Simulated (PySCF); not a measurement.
Species: C₅H₇NSSi.
SMILES with atom numbers: `[CH2:1]=[CH:2][SiH2:3][c:4]1[cH:5][cH:6][s:7][n:8]1`

Cartesian coordinates in Å at the GFN2-xTB level; atoms count from 1:
```xyz
15
C5H7NSSi angstrom
C      2.2879    0.9238   -0.2398
C      2.2095   -0.3289    0.1825
Si     0.6689   -1.4060    0.0559
C     -0.8203   -0.2891   -0.2452
C     -1.8385    0.0346    0.6844
C     -2.7387    0.8931    0.1307
S     -2.2754    1.2390   -1.4827
N     -0.9499    0.2889   -1.4145
H      1.4428    1.4182   -0.6917
H      3.1920    1.5097   -0.1633
H      3.0903   -0.7832    0.6213
H      0.4407   -2.0983    1.3337
H      0.7886   -2.3750   -1.0366
H     -1.8830   -0.3481    1.6869
H     -3.6196    1.3293    0.5564
```

Definitions: NICS(0) = −σiso at the ring centroid; NICS(1) = −σiso and NICS(1)zz = −σzz at ±1 Å along the ring normal z. Level: GIAO PBE0/pcSseg-1 (PySCF, non-relativistic, gas phase) on the GFN2-xTB geometry, one conformer.

Ring bond lengths (Å), with Mayer bond orders in brackets: C4–C5 1.416 (1.24), C5–C6 1.362 (1.56), C6–S7 1.714 (1.20), S7–N8 1.632 (1.19), N8–C4 1.311 (1.52).

Give the NICS values of each ring in ppm.

```
          ring                                                     type  NICS(0)  NICS(1), two faces  NICS(1)zz, two faces  rms pucker (Å)  centre to ring atoms, mean (Å)
C4–C5–C6–S7–N8  5-membered ring with N and S; formal bonds all aromatic    -12.9       -12.7 / -12.6         -32.3 / -31.8            0.00                            1.26
```

What can be read from them?

- C4–C5–C6–S7–N8: mean NICS(1)zz -32.0 ppm, shielded, aromatic by this magnetic criterion (flat ring, no four-coordinate atom).

What are the shieldings of the ring atoms and their hydrogens in the same run (means over atoms taken as equivalent)?

```
atoms                        environment  σ isotropic (ppm)
   C4        substituted aromatic carbon               15.3
   C5                 aromatic CH carbon               52.4
   C6  aromatic CH next to a ring sulfur               29.8
   S7                        ring sulfur               68.0
   N8             pyridine-type nitrogen             -102.1
  H14                  aromatic hydrogen              24.01
  H15                  aromatic hydrogen              23.10
```
